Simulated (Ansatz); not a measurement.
Born–Oppenheimer molecular dynamics of Cl₂FZn (4 atoms, charge 0, multiplicity 2). It starts at the highest image of a converged band. Of that band: Neighbouring images differ by up to 1.5 eV, so the band resolves the path poorly. The top lies less than 8 meV above the higher end, about what the thresholds resolve: that end is a shoulder or a very shallow well. A vibrational analysis at the climbing image gives one clearly imaginary mode, 45i cm⁻¹: a first-order saddle point.

Theory: UHF/def2-SVP in Ansatz 0.2.0.

```json
{
  "ensemble": "NVE (velocity Verlet)",
  "time step": "0.5 fs",
  "steps asked": "200",
  "starting velocities drawn for": "100 K",
  "seed": "11772"
}
```

First frame:

```xyz
4
Properties=species:S:1:pos:R:3
Zn 0.000 0.000 -0.319
Cl -0.001 -0.001 2.857
Cl 0.000 0.000 -2.492
F 0.001 0.001 4.494
```

(1) How far do the bonds stretch over the last three quarters of this one trajectory? (Pairs bonded in most of those frames.)

Answers

(1) 
```tsv
bond	mean (Å)	spread (Å)	shortest	longest
Zn1–Cl3	2.178	0.012	2.15	2.19
Cl2–F4	2.035	0.518	1.65	3.38
```

Mean temperature of the second half: 5358 K. The conserved energy stayed within 0.25 meV per atom of its start (net change -0.072 meV per atom), so the integration is sound. The kinetic energy rose, since the run started high on the potential surface and went downhill. It ends in pieces (Cl2Zn + F), so much of that is their flight and rotation, not heat. A run of 0.1 ps of so small a system gives no equilibrium averages.

Run time: 3.7 min on 2 threads of Arm Neoverse V2 (shared host), peak memory 0.24 GiB.
